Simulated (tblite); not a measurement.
C₇H₁₀O (charge +1 and doublet state).
Numbering: `[CH2:1]=[CH:2][C@:3]1([CH:4][CH2+:5])[CH2:6][CH2:7][O:8]1` (hydrogens: H9, H10 on C1; H11 on C2; H12 on C4; H13, H14 on C5; H15, H16 on C6; H17, H18 on C7)
Bond orders are those of one Lewis drawing.

Computed with GFN2-xTB (tblite), gas phase: L-BFGS steps from a force-field or distance-geometry start until the largest atomic force falls under 0.01 eV/Å.

Step 6: E = -641.4970 eV
```
atom  x, y, z in Å  |  force x, y, z in eV/Å
C1     -0.1959    2.3200    0.7231    0.084   0.064   0.151
C2     -0.2154    1.4998   -0.3118   -0.104   0.105   0.011
C3     -0.1196   -0.0036   -0.2000   -0.015  -0.406   0.270
C4      1.3726   -0.2843   -0.4630   -0.064   0.056  -0.281
C5      2.2713   -0.5170    0.4651    0.062   0.012   0.241
C6     -1.1210   -0.8552   -0.9857    0.119   0.123  -0.034
C7     -1.4175   -1.4751    0.3717    0.034   0.005   0.143
O8     -0.5488   -0.5561    1.0136   -0.189  -0.021   0.014
H9      0.0046    1.9736    1.7252    0.103   0.054   0.002
H10    -0.4101    3.3763    0.6150   -0.048  -0.153  -0.021
H11    -0.4192    1.8346   -1.3162    0.265   0.016  -0.188
H12     1.6028   -0.3429   -1.5135   -0.033   0.238  -0.185
H13     2.0702   -0.4652    1.5195   -0.063   0.145   0.159
H14     3.2796   -0.8179    0.2204   -0.050  -0.070  -0.143
H15    -0.7224   -1.5006   -1.7633   -0.041  -0.036   0.003
H16    -1.9446   -0.2654   -1.3739   -0.120  -0.016  -0.167
H17    -2.4436   -1.4187    0.7558    0.096   0.030  -0.015
H18    -1.0517   -2.4961    0.5063   -0.035  -0.145   0.039
```

Step 7: E = -641.5164 eV
```
atom  x, y, z in Å  |  force x, y, z in eV/Å
C1     -0.1878    2.3187    0.7259    0.048   0.070   0.146
C2     -0.2028    1.4984   -0.3081   -0.166  -0.010  -0.025
C3     -0.1222   -0.0127   -0.2000   -0.013  -0.211   0.258
C4      1.3601   -0.2682   -0.4641    0.256  -0.070  -0.194
C5      2.2637   -0.5066    0.4656    0.090  -0.032   0.206
C6     -1.1200   -0.8592   -0.9935    0.023   0.054   0.074
C7     -1.4203   -1.4789    0.3701    0.008  -0.052   0.120
O8     -0.5525   -0.5596    1.0112   -0.170  -0.013   0.052
H9      0.0160    1.9795    1.7299    0.079   0.034  -0.004
H10    -0.4212    3.3712    0.6167    0.006  -0.146  -0.031
H11    -0.3942    1.8219   -1.3179    0.229   0.072  -0.181
H12     1.5956   -0.3221   -1.5153   -0.029   0.232  -0.136
H13     2.0702   -0.4544    1.5259   -0.068   0.133  -0.009
H14     3.2681   -0.8286    0.2142   -0.166   0.018  -0.110
H15    -0.7217   -1.5074   -1.7729   -0.061   0.029   0.090
H16    -1.9437   -0.2665   -1.3816   -0.083  -0.059  -0.141
H17    -2.4409   -1.4175    0.7675    0.066   0.020  -0.092
H18    -1.0553   -2.5015    0.5148   -0.049  -0.072  -0.024
```

Step 8: E = -641.5297 eV
```
atom  x, y, z in Å  |  force x, y, z in eV/Å
C1     -0.1814    2.3181    0.7291    0.015   0.003   0.058
C2     -0.1972    1.4974   -0.3054   -0.149  -0.101  -0.042
C3     -0.1237   -0.0215   -0.1959    0.013   0.042   0.140
C4      1.3566   -0.2589   -0.4667    0.301  -0.114  -0.070
C5      2.2590   -0.4999    0.4680    0.096  -0.049   0.106
C6     -1.1193   -0.8613   -0.9972   -0.062  -0.016   0.134
C7     -1.4221   -1.4826    0.3705   -0.018  -0.087   0.055
O8     -0.5579   -0.5622    1.0117   -0.086  -0.012   0.096
H9      0.0253    1.9839    1.7335    0.061   0.011   0.008
H10    -0.4287    3.3656    0.6173    0.033  -0.084  -0.033
H11    -0.3729    1.8145   -1.3222    0.196   0.075  -0.090
H12     1.5904   -0.3037   -1.5197   -0.015   0.205  -0.079
H13     2.0687   -0.4446    1.5309   -0.072   0.109  -0.099
H14     3.2581   -0.8356    0.2078   -0.177   0.066  -0.064
H15    -0.7223   -1.5115   -1.7778   -0.060   0.064   0.141
H16    -1.9445   -0.2684   -1.3894   -0.015  -0.096  -0.083
H17    -2.4382   -1.4163    0.7737   -0.006   0.005  -0.119
H18    -1.0586   -2.5066    0.5201   -0.053  -0.021  -0.060
```

Task: Estimate the geometry and energy of step 9. (The exact step hangs on the optimiser's Hessian estimate; all steps are aligned on step 8, rigid shifts and turns removed.)

Result: E = -641.5406 eV, largest force 0.216 eV/Å
```
atom  x, y, z in Å  |  force x, y, z in eV/Å
C1     -0.1762    2.3168    0.7319   -0.015  -0.074  -0.052
C2     -0.1965    1.4951   -0.3038   -0.072  -0.122  -0.022
C3     -0.1240   -0.0276   -0.1898    0.008   0.194  -0.003
C4      1.3587   -0.2540   -0.4698    0.181  -0.101   0.061
C5      2.2569   -0.4957    0.4715    0.027  -0.026  -0.041
C6     -1.1198   -0.8627   -0.9972   -0.088  -0.056   0.157
C7     -1.4237   -1.4870    0.3718   -0.027  -0.062   0.000
O8     -0.5641   -0.5645    1.0151    0.022  -0.017   0.086
H9      0.0339    1.9874    1.7367    0.040  -0.011   0.011
H10    -0.4338    3.3598    0.6170    0.049  -0.017  -0.030
H11    -0.3522    1.8106   -1.3273    0.154   0.053   0.023
H12     1.5865   -0.2852   -1.5260    0.003   0.162  -0.005
H13     2.0657   -0.4346    1.5341   -0.069   0.076  -0.127
H14     3.2480   -0.8399    0.2012   -0.081   0.068  -0.018
H15    -0.7240   -1.5135   -1.7785   -0.039   0.064   0.160
H16    -1.9457   -0.2719   -1.3974    0.044  -0.113  -0.012
H17    -2.4363   -1.4152    0.7760   -0.091  -0.016  -0.114
H18    -1.0621   -2.5117    0.5230   -0.047  -0.001  -0.074
```

The energy changes by -0.0108 eV. The first-order estimate −F·Δx gives -0.0157 eV and the mean of the old and new forces, exact on a quadratic surface, -0.0108 eV. The step makes an angle of 57° with the force vector and moves no atom by more than 0.022 Å.

What follows is the cost of the whole relaxation. Hardware: an Arm Neoverse V2 with one thread, shared host with 48 logical CPUs at a one-minute load of 10. Cost: 0.31 s.
